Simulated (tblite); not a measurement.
C5H9NSi.
SMILES with atom numbers: `[N:1]#[C:2][SiH:3]1[CH2:4][CH2:5][CH2:6][CH2:7]1` (hydrogens: H8 on Si3; H9, H10 on C4; H11, H12 on C5; H13, H14 on C6; H15, H16 on C7)

Structure used (GFN2-xTB), in Å, numbered top down from 1:
```
atom  x, y, z in Å
N1     3.5058    1.1484    0.8049
C2     2.5797    0.8352    0.2076
Si3    1.0705    0.3238   -0.7697
C4     0.3953   -1.3411   -0.1333
C5    -1.0944   -1.0686    0.1010
C6    -1.2375    0.3397    0.6738
C7    -0.4699    1.3087   -0.2327
H8     1.4224    0.4029   -2.1890
H9     0.5371   -2.1756   -0.8176
H10    0.8712   -1.6201    0.8087
H11   -1.5327   -1.8101    0.7720
H12   -1.6267   -1.1226   -0.8517
H13   -0.8044    0.3617    1.6768
H14   -2.2882    0.6242    0.7565
H15   -1.0783    1.5593   -1.1027
H16   -0.2577    2.2430    0.2839
```

All values are computed: GFN2-xTB (tblite) harmonic vibrations without scaling, gas phase. The method is semi-empirical: single wavenumbers can be off by several per cent or more. Modes of hydrogen on silicon can be 10 to 20 % off. One conformer, not necessarily the lowest.

Harmonic wavenumbers (cm⁻¹): 61.9, 98.4, 170.0, 260.6, 315.1, 327.3, 393.9, 500.4, 562.3, 599.3, 626.0, 714.8, 731.3, 758.5, 819.5, 895.7, 925.6, 962.9, 1025.9, 1054.6, 1105.6, 1123.4, 1196.9, 1212.8, 1269.8, 1274.4, 1324.0, 1337.8, 1475.5, 1479.6, 1497.1, 1506.3, 2255.4, 2351.4, 2958.4, 2965.5, 2976.2, 2978.7, 2984.6, 2985.7, 3009.5, 3012.4.

A = 4115, B = 1438, C = 1306 MHz; mass 111.050 u (most abundant isotopes); point group C1, symmetry number 1.

Zero-point energy?

Half the sum of the wavenumbers: 28042 cm⁻¹ = 335.46 kJ/mol.

Entropy at 273.15 K, 1 bar (ideal gas, RRHO, classical rotation)?

Translation 165.78, rotation 116.57, vibration 73.36: S = 355.7 J/(mol K).

And Cp and H(273.15 K) − H(0)?

Cp = 122.25 J/(mol K), of which vibrations give 88.99 (their classical limit is 42 R = 349.2); H(273.15 K) − H(0) = 20.32 kJ/mol without the zero-point energy, 11.24 from vibrations.

Blend soft modes into free rotors: weight 1/[1 + (100 cm⁻¹/ν̃)⁴] for the oscillator and the rest for a rotor with moment μB/(μ + B), μ = h/(8π²ν), B = 10⁻⁴⁴ kg m². What vibrational entropy results?

68.72 J/(mol K) in place of 73.36, which changes −T·S at 273.15 K by +1.27 kJ/mol.

Which modes carry the vibrational entropy at 273.15 K?

61.9 cm⁻¹: 17.67; 98.4 cm⁻¹: 13.87; 170.0 cm⁻¹: 9.50; 260.6 cm⁻¹: 6.30; 315.1 cm⁻¹: 4.99; 327.3 cm⁻¹: 4.74 J/(mol K); the other 36 give 16.27 together.

What must be added to the electronic energy to get the Gibbs energy at 273.15 K and 1 bar?

ZPE + [H(273.15 K) − H(0)] − T·S = 335.46 + 20.32 − 97.16 = 258.62 kJ/mol.

Hindered rotation and anharmonicity are outside this model. Other conformers, if any are populated, would add a mixing term that is left out. The structure is chiral; the term R ln 2 for an equal mix with its mirror image is left out.

Time: 1.3 s. Hardware: Intel Xeon at 2.50 GHz, one thread, shared host with 64 logical CPUs at a one-minute load of 58. The figure is for the frequency step alone.
